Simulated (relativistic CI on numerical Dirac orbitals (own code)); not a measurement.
Tm⁴⁺: N4,5 absorption edge

Computed with this model: Dirac-Coulomb-Breit CI, separate exchange-only KLI orbitals for each configuration, QED by a radiative potential, valence Slater integrals scaled by 0.8, multiplet model of core-to-valence dipole absorption; configurations [Xe] 4f11 → [Kr] 4d9 4f12 5s2 5p6; 300 K; Lorentzian 0.5 eV and Gaussian 0.2 eV FWHM. Energies are those of the free ion, without screening or charge transfer. The branching ratio is the share of the lower-energy edge in the whole absorption, uncertain by about 0.02 where the edges overlap. S is read from ⟨S²⟩ = S(S + 1).

Field parameters in Wybourne normalisation; cubic f-shell fields have B⁴₄ = √(5/14) B⁴₀ and B⁶₄ = −√(7/2) B⁶₀. The field is a parameter set, without covalency.

free ion: ground-state S = 1.47, centroid 183.35 eV. Peaks (eV, height): 175.9 (13), 178.0 (51), 179.1 (7), 180.6 (12), 182.7 (13), 187.4 (100).

Oh, B40 = 3470, B60 = 980 cm⁻¹: ground-state S = 1.47, centroid 183.37 eV. Peaks (eV, height): 175.9 (13), 178.1 (52), 179.1 (7), 180.6 (12), 182.7 (14), 187.4 (100).

Strongest unbroadened transitions for free ion:

| Energy (eV) | Relative strength |
| --- | --- |
| 173.67 | 5.1 |
| 174.68 | 0.7 |
| 175.90 | 11.7 |
| 176.29 | 0.4 |
| 178.00 | 51.1 |
| 179.14 | 3.6 |
| 180.60 | 11.2 |
| 182.45 | 4.8 |
| 182.72 | 10.0 |
| 182.84 | 0.0 |
| 187.41 | 100.0 |
| 188.17 | 11.0 |
| 190.77 | 0.0 |
| 196.03 | 1.2 |
| 200.77 | 0.1 |
